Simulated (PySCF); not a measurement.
C₂H₅O, SMILES [CH2]OC, multiplicity 2. Atoms are numbered in the order given.

```xyz
8

C      1.2133    -0.1639    -0.0129
O      0.0025     0.0577     0.5462
C     -1.0909     0.0633    -0.3598
H      1.3441     0.0463    -1.0685
H      2.0354    -0.1087     0.6836
H     -0.9498     0.8279    -1.1306
H     -1.2011    -0.9147    -0.8368
H     -1.9829     0.2912     0.2192
```
Charge 0, spin multiplicity 2.

Coordinates come from a B3LYP-D3(BJ)/def2-TZVP optimisation. The isomer is the one that the SMILES or the coordinates give; other isomers of the formula were not compared.

Method: PBE/pcH-1 run with PySCF.

Unrestricted Kohn–Sham, ⟨S²⟩ = 0.752. Hyperfine tensors hold the contact and dipolar terms, without spin-orbit corrections.

Computed hyperfine couplings:
| nucleus | A(iso) (MHz) | A(iso) (G) | dipolar principal values (MHz) |
|---|---|---|---|
| 13C no. 1 | 113.0 | 40.3 | -70.0, -69.8, 139.8 |
| 17O no. 2 | -14.3 | -5.1 | -74.9, 36.2, 38.7 |
| 13C no. 3 | -3.8 | -1.4 | -1.7, -1.1, 2.9 |
| 1H no. 4 | -34.8 | -12.4 | -32.7, 0.0, 32.7 |
| 1H no. 5 | -42.1 | -15.0 | -32.6, -0.8, 33.4 |
| 1H no. 6 | 14.8 | 5.3 | -3.7, -3.4, 7.0 |
| 1H no. 7 | 16.8 | 6.0 | -4.4, -3.4, 7.8 |
| 1H no. 8 | -2.0 | -0.7 | -3.6, -2.8, 6.4 |

### Question
And the g tensor (effective nuclear charges for spin-orbit coupling, GIAO)? (Estimate from the structure and the level; the computed values follow.)

### Answer
principal values 2.0021, 2.0036, 2.0046; isotropic 2.0035.
